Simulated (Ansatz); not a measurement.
The cluster Si₄Ge₆. Total charge 0; singlet. Geometry PBE-D4/def2-SVP; atoms count from 1.

```xyz
10

Si    0.9244   -0.2657    1.3659
Si   -1.3433   -1.3614    0.4395
Si    0.6900   -1.8390   -0.7139
Si   -1.1449    0.3618    2.2382
Ge   -2.8396   -0.0679   -1.1074
Ge    1.5762    0.8640   -1.1604
Ge    0.9467    2.2311    1.0552
Ge   -0.5275   -0.3148   -2.1578
Ge   -1.1407    1.5199   -0.0708
Ge    2.8587   -1.1280    0.1115
```

The structure comes from a short search, and lower isomers may exist.

(1) Estimate the Mulliken populations from the PBE0/def2-TZVP orbitals of Ansatz.

(2) And the Mayer bond orders between heavy atoms (over 0.3)?

Results:

(1) 
| atom | charge (e) |
| --- | --- |
| Si1 | -0.02 |
| Si2 | -0.06 |
| Si3 | -0.09 |
| Si4 | -0.08 |
| Ge5 | 0.07 |
| Ge6 | -0.03 |
| Ge7 | 0.06 |
| Ge8 | 0.02 |
| Ge9 | 0.06 |
| Ge10 | 0.08 |
Mulliken values depend strongly on the basis.

(2) Si1–Si2 0.37 (2.68 Å); Si1–Si3 0.42 (2.62 Å); Si1–Si4 0.89 (2.33 Å); Si1–Ge6 0.36 (2.84 Å); Si1–Ge7 0.67 (2.52 Å); Si1–Ge10 0.73 (2.46 Å); Si2–Si3 0.80 (2.39 Å); Si2–Si4 0.69 (2.50 Å); Si2–Ge5 0.75 (2.51 Å); Si2–Ge8 0.33 (2.92 Å); Si2–Ge9 0.30 (2.93 Å); Si3–Ge6 0.33 (2.88 Å); Si3–Ge8 0.80 (2.43 Å); Si3–Ge10 0.89 (2.43 Å); Si4–Ge7 0.30 (3.04 Å); Si4–Ge9 0.64 (2.58 Å); Ge5–Ge8 0.72 (2.55 Å); Ge5–Ge9 0.63 (2.55 Å); Ge6–Ge7 0.57 (2.68 Å); Ge6–Ge8 0.64 (2.61 Å); Ge6–Ge10 0.58 (2.69 Å); Ge7–Ge9 0.71 (2.48 Å); Ge8–Ge9 0.32 (2.85 Å).
